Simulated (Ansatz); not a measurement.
Compare A (`CBCC#CC`) with its isomer B (`C#CCBCC`).

Program: Ansatz. Geometries: PBE0-D4/def2-TZVP. ΔE: electronic, gas phase. CCSD(T)/CBS is the MP2 limit (def2-TZVPP, def2-QZVPP) plus CCSD(T) − MP2 in def2-TZVPP, frozen cores. Functionals use def2-TZVPP. B3LYP here is the variant with VWN-RPA as its local correlation; programs differ in this. Each species was taken in one conformer, which may not be the lowest.

**Question.** Which isomer does CCSD(T)/CBS put lower? Give the gap. (Best estimate.)

**Answer.** Ansatz gave: A, by 26.6 kJ/mol.

**Question.** Give E(B) − E(A) in kJ/mol with B2PLYP, PBE-D4, CCSD(T)/def2-TZVPP, ωB97M-V, HF/def2-TZVPP, B3LYP, MP2/def2-TZVPP. (An estimate is asked.)

**Answer.** The calculation gave: B2PLYP 32.9, PBE-D4 38.7, CCSD(T)/def2-TZVPP 27.2, ωB97M-V 29.3, HF/def2-TZVPP 26.2, B3LYP 35.6, MP2/def2-TZVPP 31.3. None reverses the order clearly.

Largest T1 diagnostic: 0.011.

The D4 term adds −3.3 kJ/mol with B3LYP and −1.8 kJ/mol with PBE0; it sums over pairs of atoms, weighted by their polarisabilities, and B3LYP, whose exchange is more repulsive, gets the larger term.
